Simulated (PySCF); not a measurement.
Sn(OH)3(NH2) (H5NO3Sn), SMILES [NH2][Sn]([OH])([OH])[OH]. Atoms are numbered in the order given.

```xyz
10

N      1.7009    -0.8205    -0.7733
Sn     0.0107     0.0034    -0.0066
O      0.2792     1.6903     1.0052
O     -1.1576     0.2726    -1.5866
O     -0.8608    -1.1533     1.3544
H      1.7416    -0.6698    -1.7829
H      2.5375    -0.4020    -0.3639
H     -0.0604     1.5890     1.9074
H     -2.0054     0.6705    -1.3425
H     -0.7429    -2.0905     1.1416
```
Charge 0, spin multiplicity 1.

Geometry optimised at B3LYP-D3(BJ)/def2-SVP. The structure was generated by enumeration; whether it is a known compound was not checked. The def2 effective core potentials stand for the cores of Sn; spin–orbit coupling is left out. Other conformers were not sampled.

Method: B3LYP-D3(BJ)/def2-SVP in PySCF 2.14.0.

Frequencies are harmonic and unscaled.

```
mode  ν (cm⁻¹)  IR (km/mol)  moving atoms (share of kinetic energy)
----  --------  -----------  --------------------------------------
1           52         20.8                  H 62 %, O 28 %, N 10 %
2          112         35.8                  H 44 %, O 38 %, N 17 %
3          145         11.3                  O 32 %, H 32 %, N 29 %
4          164         27.1                 O 58 %, H 25 %, Sn 12 %
5          167          1.0         H 46 %, O 24 %, N 17 %, Sn 13 %
6          182         28.4                 O 69 %, Sn 18 %, H 11 %
7          199         94.5                          H 47 %, O 43 %
8          228         23.0                          H 86 %, O 11 %
9          256        172.9                          H 80 %, O 17 %
10         548         82.6                   N 65 %, H 23 %, O 8 %
11         609         57.9                          O 84 %, H 10 %
12         625         85.3                         O 82 %, Sn 14 %
13         632        105.9                         O 82 %, Sn 16 %
14         661         60.8                  H 59 %, N 27 %, Sn 9 %
15         835         26.6                                  H 93 %
16         845         55.9                                  H 93 %
17         873         78.6                                  H 91 %
18         887         83.5                                  H 89 %
19        1535         12.5                           H 92 %, N 8 %
20        3497         15.7                                  H 96 %
21        3593         19.8                           H 92 %, N 8 %
22        3806         62.3                                  H 94 %
23        3819         62.4                                  H 94 %
24        3825         59.5                                  H 94 %
```
